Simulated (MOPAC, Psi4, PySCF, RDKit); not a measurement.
Conformational energy of SMILES c1cc(S)cc(c1)C=O, singlet. Scanned: dihedral O1–C2–C3–C4; all other coordinates were relaxed at GFN2-xTB. Points at φ and −φ are mirror images.

Atom numbering (GFN2-xTB optimised geometry, Å):
```
15

O     -2.0064    -2.4450     0.5142
C     -2.0528    -1.3366     0.0463
C     -0.9173    -0.4105    -0.0560
C     -1.0776     0.8565    -0.6147
C      0.0071     1.7109    -0.6997
C      1.2475     1.3142    -0.2338
C      1.4125     0.0487     0.3252
S      3.0155    -0.4096     0.9049
C      0.3319    -0.8122     0.4140
H     -2.9995    -0.9241    -0.3560
H     -2.0472     1.1635    -0.9775
H     -0.1094     2.6936    -1.1308
H      2.0963     1.9778    -0.2983
H      2.6727    -1.6274     1.3203
H      0.4267    -1.7999     0.8420
```

Methods: RHF/STO-3G = PySCF with restricted Hartree-Fock/STO-3G // GFN2-xTB; MMFF94 // GFN2-xTB (RDKit); RKS-B3LYP/6-311+G** = restricted B3LYP/6-311+G**, spherical d, density fitting // GFN2-xTB run with PySCF; AM1, restricted, heats of formation // GFN2-xTB (MOPAC); PM7, restricted, heats of formation // GFN2-xTB (MOPAC); PBE-D3(BJ)/def2-SVP // GFN2-xTB (Psi4).

Energies in kJ/mol, each method relative to its own lowest point.

| φ / ° | RHF/STO-3G | MMFF94 | RKS-B3LYP/6-311+G** | AM1 | PM7 | PBE-D3(BJ)/def2-SVP |
|---|---|---|---|---|---|---|
| -165 | 1.5 | 1.8 | 1.8 | 0.8 | 0.5 | 2.3 |
| -150 | 5.6 | 7.0 | 7.1 | 3.1 | 2.1 | 8.9 |
| -135 | 11.7 | 15.1 | 15.4 | 6.5 | 4.3 | 18.8 |
| -120 | 18.4 | 24.6 | 25.3 | 9.9 | 6.3 | 30.4 |
| -105 | 23.3 | 33.2 | 34.1 | 11.9 | 7.2 | 40.6 |
| -90 | 25.0 | 37.1 | 37.7 | 12.5 | 7.5 | 44.8 |
| -75 | 23.3 | 34.4 | 34.5 | 11.7 | 7.6 | 41.2 |
| -60 | 18.8 | 26.7 | 26.6 | 9.6 | 6.8 | 32.3 |
| -45 | 12.7 | 17.4 | 17.3 | 6.6 | 5.2 | 21.3 |
| -30 | 6.7 | 9.5 | 9.2 | 3.8 | 3.4 | 11.3 |
| -15 | 2.5 | 4.4 | 3.9 | 1.9 | 2.1 | 4.4 |
| 0 | 1.0 | 2.6 | 2.0 | 1.2 | 1.6 | 2.0 |
| 15 | 2.5 | 4.4 | 3.9 | 1.9 | 2.1 | 4.4 |
| 30 | 6.7 | 9.5 | 9.2 | 3.8 | 3.4 | 11.3 |
| 45 | 12.7 | 17.4 | 17.3 | 6.6 | 5.2 | 21.3 |
| 60 | 18.8 | 26.7 | 26.6 | 9.6 | 6.8 | 32.3 |
| 75 | 23.3 | 34.4 | 34.5 | 11.7 | 7.6 | 41.2 |
| 90 | 25.0 | 37.1 | 37.7 | 12.5 | 7.5 | 44.8 |
| 105 | 23.3 | 33.2 | 34.1 | 11.9 | 7.2 | 40.6 |
| 120 | 18.4 | 24.6 | 25.3 | 9.9 | 6.3 | 30.4 |
| 135 | 11.7 | 15.1 | 15.4 | 6.5 | 4.3 | 18.8 |
| 150 | 5.6 | 7.0 | 7.1 | 3.1 | 2.1 | 8.9 |
| 165 | 1.5 | 1.8 | 1.8 | 0.8 | 0.5 | 2.3 |
| 180 | 0.0 | 0.0 | 0.0 | 0.0 | 0.0 | 0.0 |

Root-mean-square difference from the PBE-D3(BJ)/def2-SVP profile, itself a level with limits, after the best constant shift (kJ/mol): RHF/STO-3G 6.7, MMFF94 2.8, RKS-B3LYP/6-311+G** 2.5, AM1 11.1, PM7 12.9.
